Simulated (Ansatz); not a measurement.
`[OH][GaH][S][SiH3]`, relaxed with RKS PBE0-D4/def2-TZVP in the Gaussian-basis code of Ansatz from a GFN2-xTB geometry. The force threshold is 0.005 eV/Å; the program also tests the step.

Total charge 0; spin multiplicity 1.

Start:

```xyz
9

O    -1.114   -1.428   -0.266
Ga   -1.514    0.207   -0.673
S     0.009    1.754   -0.276
Si    1.532    0.463    0.578
H    -1.530   -2.284   -0.305
H    -2.902    0.532   -1.287
H     1.970   -0.490   -0.442
H     2.561    1.441    0.908
H     0.988   -0.195    1.764
```

Q: How much energy does the relaxation release, and in how many steps? (An estimate is asked.)

A: The calculation gave: 19.65 kJ/mol, in 7 steps.

Q: Which bonds change most? (Best estimate.)

A: The calculation gave: O1–Ga2 from 1.732 to 1.786 Å; Si4–H8 from 1.457 to 1.485 Å; S3–Si4 from 2.172 to 2.148 Å; Si4–H9 from 1.462 to 1.482 Å.

Q: Give the relaxed structure. (An estimate is asked.)

A: Computed: 
```xyz
9

O    -0.990   -1.439   -0.215
Ga   -1.543    0.194   -0.681
S    -0.039    1.727   -0.267
Si    1.500    0.482    0.566
H    -1.620   -2.143   -0.378
H    -2.937    0.472   -1.308
H     1.988   -0.513   -0.418
H     2.599    1.421    0.903
H     1.041   -0.200    1.798
```
